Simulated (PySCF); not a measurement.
Al(F)(GeH3)(Me) (CH6AlFGe), SMILES [F][Al]([GeH3])[CH3]. Atoms are numbered in the order given.

```xyz
10

Al     0.3183     0.5457    -0.8557
F      1.9603     0.5399    -1.1831
Ge    -0.3766    -0.7218     1.1438
H     -0.3753    -2.2425     0.8746
H      0.5551    -0.4819     2.3489
H     -1.8084    -0.3524     1.5875
C     -0.8256     1.5144    -2.0925
H     -1.8647     1.5992    -1.7386
H     -0.8447     1.0040    -3.0709
H     -0.4376     2.5306    -2.2741
```

Geometry optimised at PBE0-D3(BJ)/def2-SVP. The structure was generated by enumeration; whether it is a known compound was not checked.

Level of theory: TDDFT-PBE/def2-SVPD (PySCF 2.14.0).

Vertical excitations. The molecule is in vacuum.

```tsv
state	energy (eV)	λ (nm)	f	main pairs
S1	4.58	271	0.010	HOMO→LUMO 98 %
S2	5.63	220	0.211	HOMO→LUMO+1 94 %
S3	6.09	204	0.003	HOMO−1→LUMO 86 %
S4	6.24	199	0.028	HOMO→LUMO+2 73 %, HOMO−2→LUMO 14 %
S5	6.40	194	0.078	HOMO−2→LUMO 75 %, HOMO→LUMO+2 12 %
S6	6.56	189	0.037	HOMO−3→LUMO 87 %
S7	6.80	182	0.004	HOMO→LUMO+3 97 %
S8	7.08	175	0.055	HOMO−1→LUMO+1 93 %
S9	7.13	174	0.041	HOMO−2→LUMO+1 92 %
S10	7.20	172	0.003	HOMO−4→LUMO 96 %
T1	4.01	309	0	HOMO→LUMO 99 %
T2	5.07	245	0	HOMO→LUMO+1 99 %
T3	5.61	221	0	HOMO→LUMO+2 94 %
T4	5.75	216	0	HOMO−3→LUMO 50 %, HOMO−1→LUMO 45 %
```
Triplets are in the Tamm–Dancoff approximation, which puts them higher than full response would, so one can lie above its singlet here.
